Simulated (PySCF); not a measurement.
CI2, SMILES I[C]I (connectivity only; charge and spin as stated), neutral, multiplicity 1.

Geometry optimised at B3LYP-D3(BJ)/def2-TZVP. The def2 effective core potentials stand for the cores of I; spin–orbit coupling is left out.

Method: PySCF with PBE/def2-TZVPD.

Symmetry labels are those of the subgroup C2v that the program uses (full group C2v).

Computed valence orbital energies around the gap with their symmetry:
```tsv
orbital	symmetry	energy (eV)
HOMO−7	B2	-17.94
HOMO−6	A1	-13.88
HOMO−5	B2	-9.56
HOMO−4	B1	-8.37
HOMO−3	A1	-8.34
HOMO−2	A2	-7.12
HOMO−1	B2	-6.56
HOMO	A1	-5.81
LUMO	B1	-4.53
LUMO+1	A1	-2.71
LUMO+2	B2	-1.33
LUMO+3	A1	-0.13
```
